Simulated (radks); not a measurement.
Results of a calculation; reference values are marked as such.
Kinetic energies: the exact non-interacting value of the Kohn-Sham orbitals and orbital-free approximations, in hartree. Species: Rh35+ [Ne]; Ar3+ [Ne] 3s2 3p3; Ar [Ar]; Zn [Ar] 3d10 4s2; Ag [Kr] 4d10 5s1. Level of theory: non-relativistic Kohn-Sham, exchange-only LDA, spin-polarised, spherical densities, point nucleus (a radial shooting solver on a logarithmic mesh with Libxc functionals). Every spin shell is full or empty, so the densities are truly spherical. Functionals are evaluated on that one density, not self-consistently.

| functional | Rh35+ | Ar3+ | Ar | Zn | Ag |
|---|---|---|---|---|---|
| exact | 3664.93 | 521.599 | 524.517 | 1773.91 | 5190.58 |
| Thomas-Fermi | 3442.1 | 484.49 | 487.45 | 1661.0 | 4910.7 |
| TF + vW | 5499.8 | 791.91 | 793.45 | 2535.4 | 7109.9 |
| TF + vW/9 | 3670.7 | 518.65 | 521.45 | 1758.2 | 5155.1 |
| TF + vW/5 | 3853.6 | 545.98 | 548.65 | 1835.9 | 5350.6 |
| APBEK | 3696.6 | 522.97 | 525.88 | 1773.3 | 5197.0 |
| Perdew 92 | 3671.2 | 518.72 | 521.52 | 1758.4 | 5155.6 |
| Thakkar | 3681.3 | 521.03 | 523.89 | 1763.8 | 5161.9 |
| Pearson | 3636.6 | 513.88 | 516.99 | 1750.8 | 5141.9 |
| LKT | 4723.5 | 675.27 | 676.70 | 2186.8 | 6208.7 |
